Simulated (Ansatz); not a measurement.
Reaction (formal exchange of groups at the Si–C bond): `C=C[SiH2][SiH3]` + `BN(C)C=C` → `BN(C=C)[SiH2][SiH3]` + `C=CC`

Computed with Ansatz on PBE0-D4/def2-TZVP structures; ΔE is electronic, products minus reactants. CBS: MP2 limit from def2 TZ/QZ plus the TZ coupled-cluster correction, frozen cores. DFT in def2-TZVPP. One conformer a species, not always the lowest.

`C=C[SiH2][SiH3]`:

```xyz
12

C    -1.754    1.488   -0.457
C    -0.560    0.998   -0.779
Si    0.689    0.426    0.477
Si    1.017   -1.888    0.315
H    -2.064    1.605    0.578
H    -2.475    1.796   -1.210
H    -0.311    0.906   -1.836
H     1.998    1.103    0.255
H     0.196    0.774    1.838
H    -0.250   -2.613    0.607
H     1.456   -2.247   -1.062
H     2.059   -2.348    1.274
```

`BN(C)C=C`:

Cartesian coordinates in Å:
```
B 0.001 -0.731 -1.750
N 0.030 -0.120 -0.492
C 0.472 1.247 -0.306
C -0.371 -0.805 0.654
C -0.386 -0.327 1.896
H -0.376 -1.862 -1.827
H 0.354 -0.105 -2.705
H 1.334 1.287 0.367
H -0.326 1.856 0.129
H 0.754 1.664 -1.270
H -0.690 -1.821 0.449
H -0.077 0.679 2.148
H -0.720 -0.962 2.705
```

`BN(C=C)[SiH2][SiH3]`:

```xyz
16

B    -0.381   -1.150    2.070
N     0.137   -0.685    0.846
C     0.328   -1.576   -0.219
C     0.863   -1.282   -1.400
Si    0.479    1.037    0.597
Si   -0.904    1.933   -1.076
H    -0.546   -0.381    2.968
H    -0.646   -2.313    2.177
H    -0.011   -2.585   -0.004
H     0.953   -2.050   -2.155
H     1.236   -0.297   -1.654
H     1.912    1.214    0.234
H     0.223    1.702    1.896
H    -1.070    3.391   -0.822
H    -0.331    1.760   -2.437
H    -2.240    1.282   -1.023
```

`C=CC`:

Z-matrix (Å, degrees):
```
C
C 1 1.490
H 1 1.095 2 111.0
H 1 1.095 2 111.0 3 118.3
H 1 1.092 2 111.5 3 -120.8
C 2 1.325 1 125.1 3 120.8
H 2 1.088 1 116.2 3 -59.2
H 6 1.084 2 121.6 1 -180.0
H 6 1.086 2 121.4 1 0.0
```

```
           level  ΔE (kcal/mol)  difference from CCSD(T)/CBS
         BLYP-D4          -14.0                          0.8
         ωB97M-V          -14.8                          0.0
        PBE-QIDH          -14.4                          0.4
           BHLYP          -14.0                          0.8
   CCSD/def2-SVP          -13.3                          1.5
CCSD(T)/def2-SVP          -13.1                          1.7
   HF/def2-TZVPP          -14.7                          0.1
  MP2/def2-TZVPP          -15.2                         -0.4
 CCSD/def2-TZVPP          -14.6                          0.2
   MP2/CBS(def2)          -15.5                         -0.7
     CCSD(T)/CBS          -14.8                            0
```

Largest T1 diagnostic among the species: 0.014.

Leaving LDA and LC-ωPBE aside and taking each functional with its dispersion term where it has one, the values, not all of them listed here, spread over 2.5 kcal/mol, from BHLYP-D4 to PBE-D4. LDA lies −0.8 kcal/mol from PBE without D4. The D4 term adds −1.6 kcal/mol with B3LYP and −0.9 kcal/mol with PBE0; it sums over pairs of atoms, weighted by their polarisabilities, and B3LYP, whose exchange is more repulsive, gets the larger term.

B3LYP here is the variant with VWN-RPA as its local correlation; programs differ in this.
